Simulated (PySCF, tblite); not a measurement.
Isomers of C5H8O2. All values are computed: GFN2-xTB (tblite) harmonic vibrations without scaling, gas phase. Against measured fundamentals such values can be off by several per cent, at times by over 20. One conformer each.

Electronic energies: PBE0-D3(BJ)/def2-SVP at its own geometries (PySCF, gas phase).

```json
{"SMILES": "C=C(OC)C(C)=O", "electronic energy, lowest = 0 (kJ/mol)": "125.8"}
{"SMILES": "CC(=O)/C=C(/C)O", "electronic energy, lowest = 0 (kJ/mol)": "0.0"}
{"SMILES": "C=COC(=O)CC", "electronic energy, lowest = 0 (kJ/mol)": "59.2"}
{"SMILES": "CC[C@H]1OCC1=O", "electronic energy, lowest = 0 (kJ/mol)": "138.9"}
```

Task: How do GFN2-xTB zero-point energies change the relative energies?

Result: 
```csv
SMILES,ZPE (kJ/mol),of it from modes above 1550 cm⁻¹,electronic (kJ/mol),"with ZPE, lowest = 0 (kJ/mol)",lowest mode (cm⁻¹),rings
CC(=O)/C=C(/C)O,312.7,164.0,0.0,0.0,38,0
C=COC(=O)CC,314.1,167.2,59.2,60.6,19,0
C=C(OC)C(C)=O,312.3,166.0,125.8,125.4,54,0
CC[C@H]1OCC1=O,318.5,154.1,138.9,144.7,79,1
```

The zero-point energies span 6.2 kJ/mol, from `C=C(OC)C(C)=O` to `CC[C@H]1OCC1=O`. The order is unchanged.

Task: And how do the electronic energies of GFN2-xTB itself compare?

Result: `CC(=O)/C=C(/C)O` 0.0; `C=COC(=O)CC` 19.0; `C=C(OC)C(C)=O` 79.0; `CC[C@H]1OCC1=O` 67.7 kJ/mol, lowest = 0. Against the energies above, taken from the same isomer `CC(=O)/C=C(/C)O`, the largest difference is 71.2 kJ/mol. The two levels were optimised apart and needn't hold the same conformer.
